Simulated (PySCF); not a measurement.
Gas-phase reaction: 2 InCl2 + InH = 3 InCl + HCl

Method: PySCF energies plus ideal-gas RRHO corrections (1 bar). † marks an energy on the PBE0/def2-TZVP geometry and frequencies; other levels use their own. MP2 freezes the core. Open shells (unrestricted): InCl2 (multiplicity 2); the rest are closed-shell singlets. B3LYP is the form with VWN-RPA correlation. In: scalar-relativistic def2 core potential, no spin-orbit coupling. InCl2, InH: computed as isolated molecules; such fragments, hydroxides, amides, oligomers or adducts are transient or little studied in the gas. MP2 isn't extrapolated to the basis-set limit; its ΔH°(298 K) is -211.8 kJ in def2-SVP and -280.6 kJ in def2-TZVPP. The harmonic model lacks anharmonicity and excited electronic states, which grow with temperature; levels with a mode under 35 cm⁻¹ are left out. Soft modes under 120 cm⁻¹ make the harmonic entropy rough for InCl2.

ΔH° and ΔS° at 298 K: B3LYP/def2-TZVP† -270 kJ, 96 J/K; MP2/def2-TZVPP† -281 kJ, 96 J/K; PBE/def2-TZVP† -252 kJ, 96 J/K; PBE0/def2-TZVP -239 kJ, 96 J/K; r2SCAN/def2-TZVP† -223 kJ, 96 J/K.

Question: With the heat capacities included, give log10 K (1 bar) at 800, 1000, 1200, 1400, 1800 K from B3LYP/def2-TZVP†, MP2/def2-TZVPP†, PBE/def2-TZVP†, PBE0/def2-TZVP, r2SCAN/def2-TZVP†.

Answer: 
| T (K) | B3LYP/def2-TZVP† | MP2/def2-TZVPP† | PBE/def2-TZVP† | PBE0/def2-TZVP | r2SCAN/def2-TZVP† |
|---|---|---|---|---|---|
| 800 | 22.6 | 23.3 | 21.4 | 20.5 | 19.5 |
| 1000 | 19.0 | 19.5 | 18.1 | 17.4 | 16.6 |
| 1200 | 16.6 | 17.1 | 15.8 | 15.3 | 14.6 |
| 1400 | 14.9 | 15.3 | 14.2 | 13.7 | 13.1 |
| 1800 | 12.6 | 12.9 | 12.0 | 11.7 | 11.2 |
